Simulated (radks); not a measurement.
Results of a calculation; reference values are marked as such.
All-electron atom: Hf in [Kr] 4d10 4f14 5s2 5p4 5d2 6s2 6d2 (not the ground configuration).

Code: a radial shooting solver on a logarithmic mesh with Libxc functionals. Model: scalar-relativistic Kohn-Sham, B86b exchange with PBE correlation, spin-polarised, spherical densities, point nucleus; open shells are filled with parallel spins first (spin-orbit coupling, left out, can overturn this in heavy ions).

Energy parts (hartree):
total: -15076.3555
kinetic: 16521.6914
electron-nucleus: -37151.0132
Hartree: 5861.0887
exchange-correlation: -308.1224

Orbitals (lengths in bohr, moments of r in powers of bohr; r(max) is where P^2 peaks):
orbital,occ.,eigenvalue (hartree),<1/r>,<r^4>,<r^2>,r(max)
1s up,1,-2400.225,83.85,6.615e-07,0.0004948,0.01190
1s down,1,-2400.218,83.85,6.615e-07,0.0004948,0.01190
2s up,1,-411.0338,19.58,0.0001006,0.007638,0.06805
2s down,1,-411.0266,19.58,0.0001006,0.007638,0.06805
2p up,3,-360.9630,17.85,0.00007814,0.006283,0.05567
2p down,3,-360.9544,17.85,0.00007814,0.006283,0.05567
3s up,1,-94.15735,7.242,0.003728,0.04975,0.1921
3s down,1,-94.15346,7.241,0.003728,0.04975,0.1921
3p up,3,-79.20096,6.713,0.003985,0.05040,0.1897
3p down,3,-79.19616,6.713,0.003985,0.05040,0.1898
3d up,5,-61.51170,6.350,0.003092,0.04186,0.1546
3d down,5,-61.50530,6.350,0.003092,0.04186,0.1546
4s up,1,-19.50297,3.066,0.08916,0.2476,0.4373
4s down,1,-19.49289,3.066,0.08906,0.2476,0.4374
4p up,3,-14.59929,2.791,0.1190,0.2820,0.4582
4p down,3,-14.58889,2.791,0.1186,0.2818,0.4583
4d up,5,-8.26474,2.473,0.1803,0.3329,0.4711
4d down,5,-8.25098,2.476,0.1784,0.3317,0.4712
5s up,1,-3.12718,1.187,2.894,1.407,1.012
5s down,1,-3.01602,1.197,2.858,1.394,1.006
5p up,3,-1.93566,1.006,5.469,1.901,1.146
5p down,1,-1.81200,1.010,5.566,1.906,1.139
4f up,7,-1.28577,1.924,0.8163,0.5719,0.4551
4f down,7,-1.25261,1.943,0.7499,0.5512,0.4544
5d up,2,-0.56876,0.6958,26.91,3.960,1.506
6s up,1,-0.47531,0.4565,116.7,8.842,2.502
5d down,0,-0.46204,0.6703,33.84,4.361,1.530
6s down,1,-0.42651,0.4403,130.2,9.347,2.563
6p up,0,-0.24405,0.3510,352.3,14.99,3.111
6p down,0,-0.21021,0.3416,366.1,15.49,3.186
7s up,0,-0.08997,0.1808,3969,52.90,6.367
6d up,2,-0.05047,0.1813,4471,53.17,5.990

The highest occupied level is 6d up at -1.373 eV. The configuration is held as typed, so some empty levels lie below it. Spin moment in Bohr magnetons: 6. The density falls to 0.001 e/bohr^3 at r = 5.61 bohr. Summed over all electrons, <r^2> = 157.1 bohr^2, which gives a Langevin (diamagnetic) susceptibility term of -124 x 10^-6 cm^3/mol.
